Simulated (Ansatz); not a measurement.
Basis-set extrapolation for CH7ClSSi2, SMILES `[SiH3]SC[SiH2]Cl` (PBE0-D4/def2-TZVP geometry, frozen core, Ansatz 0.2.0). Multiplicity 1, RHF reference.

```json
{"": "HF", "def2-TZVPP": "-1476.974815", "def2-QZVPP": "-1477.018802"}
{"": "MP2 correlation", "def2-TZVPP": "-0.791003", "def2-QZVPP": "-0.857145"}
{"": "CCSD(T) correlation", "def2-TZVPP": "-0.902918", "def2-QZVPP": "not run"}
```

Energies in hartree. Use E(X) = E(∞) + A·exp(−7.88·√X) for Hartree–Fock and E(X) = E(∞) + B·X^(−2.97) for correlation, with X = 3 and 4, and add CCSD(T) minus MP2 of the smaller set to the MP2 limit.

What is the CCSD(T) energy at the basis-set limit?

HF limit: -1477.018802 + (-0.043987) × 0.13774 = -1477.02486. MP2 limit: -0.857145 + (-0.066142) × 0.74074 = -0.90614. Higher-order term: -0.902918 − (-0.791003) = -0.11191. Total: -1478.04291 hartree, 433.7 kJ/mol below CCSD(T)/def2-TZVPP.
